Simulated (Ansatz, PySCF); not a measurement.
Pair of molecules: N2 (SMILES N#N) (first 2 atoms) with GeH4 (SMILES [GeH4]); geometry from B3LYP-D3(BJ)/def2-TZVP.
(charge 0, multiplicity 1):
```xyz
7

N     -0.440     0.512     0.142
N     -0.115     1.190    -0.649
Ge     0.110    -0.341     3.600
H      1.334     0.267     2.900
H      0.443    -0.594     5.079
H     -0.261    -1.668     2.924
H     -1.071     0.635     3.503
```

Basis-set superposition error: the interaction energy with monomers in their own basis, and in the dimer's basis (counterpoise).

Run with Ansatz (a first-principles code) with Gaussian orbitals; PySCF for 6-31G* rows, M06-2X. Each number belongs to the level named beside it.

```
level                uncorrected (kcal/mol)  counterpoise (kcal/mol)  difference
-------------------  ----------------------  -----------------------  ----------
PBE/def2-TZVPPD                       -0.22                    -0.14        0.08
revPBE/def2-TZVPPD                     0.44                     0.53        0.08
r2SCAN/def2-TZVPPD                    -0.28                    -0.20        0.08
M06-2X/def2-TZVPPD                    -0.56                    -0.47        0.09
wB97X-V/def2-TZVPPD                   -0.68                    -0.61        0.08
B2PLYP/def2-TZVPPD                    -0.16                    -0.03        0.13
MP2/6-31G*                            -0.93                    -0.10        0.83
SCS-MP2/aug-cc-pVTZ                   -0.64                    -0.40        0.24
SCS-MP2/aug-cc-pVQZ                   -0.55                    -0.43        0.12
CCSD(T)/aug-cc-pVTZ                   -0.75                    -0.54        0.21
```

The error is largest for MP2/6-31G* (0.83 kcal/mol) and smallest for r2SCAN/def2-TZVPPD (0.08 kcal/mol).
